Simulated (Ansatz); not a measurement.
Reaction (ligand exchange at the Al–C bond): `C=C[C](=C)[AlH2]` + `CC(O)O` → `CC(O)[O][AlH2]` + `C=CC=C`

Isolated molecules relaxed with PBE0-D4/def2-TZVP in Ansatz; ΔE leaves out vibrations. CBS: MP2 limit from def2 TZ/QZ plus the TZ coupled-cluster correction, frozen cores. DFT in def2-TZVPP. B3LYP here is the variant with VWN-RPA as its local correlation; programs differ in this. Each species was taken in one conformer, which may not be the lowest.

```
             level  ΔE (kJ/mol)  difference from CCSD(T)/CBS
            PBE-D4       -124.9                          6.6
         r2SCAN-D4       -135.8                         -4.3
           PBE0-D4       -125.4                          6.1
          B3LYP-D4       -136.2                         -4.7
           ωB97X-V       -132.2                         -0.7
           ωB97M-V       -131.6                         -0.1
            B2PLYP       -137.6                         -6.1
               PBE       -126.4                          5.1
            r2SCAN       -136.1                         -4.6
              PBE0       -126.8                          4.7
             B3LYP       -138.8                         -7.3
     HF/def2-TZVPP       -142.7                        -11.2
    MP2/def2-TZVPP       -132.2                         -0.7
SCS-MP2/def2-TZVPP       -135.0                         -3.5
   CCSD/def2-TZVPP       -133.7                         -2.2
CCSD(T)/def2-TZVPP       -131.5                          0.0
     HF/def2-QZVPP       -143.9                        -12.4
    MP2/def2-QZVPP       -132.7                         -1.2
SCS-MP2/def2-QZVPP       -135.4                         -3.9
      HF/CBS(def2)       -144.1                        -12.6
     MP2/CBS(def2)       -132.2                         -0.7
    CCSD/CBS(def2)       -133.7                         -2.2
       CCSD(T)/CBS       -131.5                            0
```

Largest T1 diagnostic among the species: 0.012.

In def2-TZVPP, CCSD(T) changes the Hartree–Fock value by +11.1 kJ/mol (the triples alone add +2.2 kJ/mol) and MP2 by +10.4 kJ/mol.
